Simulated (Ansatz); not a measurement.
The cluster Fe3S2, relaxed as a singlet with RKS B3LYP-D4/def2-SVP in Ansatz, starting from the GFN1-xTB geometry. Force threshold 0.02 eV/Å.

The restricted singlet is unstable towards broken spin symmetry in Hartree–Fock (as tested in another run); at B3LYP-D4/def2-SVP this wasn't settled. The structure comes from a short search, and lower isomers may exist.

Start:

Cartesian coordinates in Å:
```
Fe 1.113 0.643 -0.436
Fe -0.801 -0.646 -0.885
Fe -0.311 0.003 1.321
S 0.881 -1.383 0.213
S -0.882 1.382 -0.212
```

```csv
step,energy (eV),largest force component (eV/Å),SCF passes
1,-124811.2819,2.351,156
2,-124811.6895,1.258,85
3,-124812.0146,0.224,84
4,-124812.0436,0.413,70
5,-124812.0572,0.061,47
6,-124812.0577,0.007,52
```

Force components are those of the run's own axes.

End:

```
atom    x (Å)    y (Å)    z (Å)
 Fe1   1.0436   0.6032  -0.4091
 Fe2  -0.6669  -0.6106  -1.2091
 Fe3  -0.0670   0.1865   1.4968
  S4   0.7602  -1.5245   0.2806
  S5  -1.0698   1.3454  -0.1592
```

By distances, no bond broke or formed. The bond that changes most is Fe3–S4, from 2.14 to 2.26 Å (atoms count from 1).

No frequencies were taken in this run, so the end may be a saddle point.

Run time 24 s (4 threads of AMD EPYC 7B13 on a shared host).
